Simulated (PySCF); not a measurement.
Level of theory: PBE-D3(BJ)/def2-TZVP // CAM-B3LYP-D3(BJ)/def2-TZVP in PySCF. All species are isolated molecules in the gas phase. One relaxed conformer stands for a flexible species; it need not be the lowest. Excitations are Tamm–Dancoff values on a coarser integration grid. The basis has no diffuse functions, so Rydberg states are missing or too high.

Reference species (SMILES): `BN=C=C` (neutral, multiplicity 1).

| Item | Result |
|---|---|
| S1–T1 gap (TDA) | 1.35 eV |
| T1 excitation (TDA) | 3.30 eV |

Changed species: `C=CB=N`.

Problem. Predict the effect on the S1–T1 gap (TDA) and T1 excitation (TDA).

Solution. the S1–T1 gap (TDA) drops by 0.24 eV, to 1.11 eV; the T1 excitation (TDA) rises by 0.60 eV, to 3.90 eV.
